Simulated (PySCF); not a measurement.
PySCF was given this input:
```python
from pyscf import gto, scf
from pyscf.hessian import thermo

mol = gto.Mole()
mol.atom = '''
    N    -0.00000000   -0.00000000   -0.53675650
    N     0.00000000    0.00000000    0.53675650
'''
mol.basis = 'def2-svp'
mol.verbose = 3
mol.build()

mf = scf.RHF(mol)
mf.kernel()
hess = mf.Hessian().kernel()
freq = thermo.harmonic_analysis(mf.mol, hess)
print('frequencies / cm-1', freq['freq_wavenumber'].round(1))
th = thermo.thermo(mf, freq['freq_au'], 298.15, 101325)
thermo.dump_thermo(mf.mol, th)
```

Problem. What is the computed zero-point energy (HF/def2-SVP, frequencies run with PySCF)?

Solution. 4.0 kcal/mol

Problem. What is the computed dipole moment (HF/def2-SVP, frequencies)?

Solution. 0.00 D

Problem. What is the computed number of basis functions (HF/def2-SVP, frequencies)?

Solution. 28

Problem. What is the computed HOMO-LUMO gap (HF/def2-SVP, frequencies)?

Solution. 21.98 eV

Problem. What Mulliken (on the basis functions themselves) charges in atom order does HF/def2-SVP, frequencies give?

Solution. N1 0.00, N2 0.00

Problem. Give the harmonic frequencies (imaginary ones negative) at the level HF/def2-SVP, frequencies.

Solution. 2792 cm⁻¹
